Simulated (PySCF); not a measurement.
Name the molecule from its bond curve

A diatomic of charge +1 contains Ca. Its singlet curve at PBE0 in a triple-zeta basis (no relativity, PySCF), in eV from the separated fragments:

```json
{"R (Å)": "1.620", "E (eV)": "-1.814"}
{"R (Å)": "1.696", "E (eV)": "-2.019"}
{"R (Å)": "1.771", "E (eV)": "-2.141"}
{"R (Å)": "1.827", "E (eV)": "-2.188"}
{"R (Å)": "1.884", "E (eV)": "-2.202"}
{"R (Å)": "1.940", "E (eV)": "-2.190"}
{"R (Å)": "2.016", "E (eV)": "-2.138"}
{"R (Å)": "2.110", "E (eV)": "-2.031"}
{"R (Å)": "2.223", "E (eV)": "-1.857"}
{"R (Å)": "2.374", "E (eV)": "-1.576"}
```

The fit gives ωe = 1528 cm⁻¹ and the rotational constant Bₑ = 4.831 cm⁻¹.

Task: Which atom is the partner?

Result: The minimum lies at 1.884 Å, so the reduced mass is 16.8576 u Å² cm⁻¹/(Bₑ·Re²) = 0.9831 u. With Ca at 39.96 u the partner weighs about 1.0 u: H. The molecule is CaH⁺.
